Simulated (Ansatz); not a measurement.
The cluster Mn2O2. Charge 0, multiplicity 3. Geometry PBE0-D4/def2-SVPD, that of the charge -1 doublet; atoms count from 1.

```xyz
4

Mn   -0.104    1.111    0.739
Mn    0.093   -0.986   -0.656
O     0.995    0.578   -0.865
O    -0.984   -0.703    0.782
```

The charge 0 triplet is spin-contaminated (final ⟨S²⟩ up to 6.02, 2.00 for a pure state). The structure comes from a short search, and lower isomers may exist.

**Question.** Estimate the Mulliken populations from the PBE0/def2-TZVPD orbitals of Ansatz.

**Answer.** 
```tsv
atom	charge (e)	spin (α − β)	d electrons
Mn1	0.56	5.82	5.16
Mn2	1.22	-3.95	5.23
O3	-0.89	0.06	–
O4	-0.89	0.06	–
```
Mulliken values and Mayer orders depend strongly on the basis. With diffuse functions, as here, like atoms can get unlike values, and bond orders can come out too low or too high.

**Question.** Where does the spin sit?

**Answer.** Summed by element: Mn 1.87, O 0.13, of 2 unpaired in all. Largest on single atoms: Mn1 5.82, Mn2 -3.95, O4 0.06.

**Question.** And the Mayer bond orders between bonded heavy atoms (over 0.3)?

**Answer.** Mn1–Mn2 0.48 (2.53 Å); Mn2–O3 0.98 (1.82 Å); Mn2–O4 0.98 (1.82 Å).
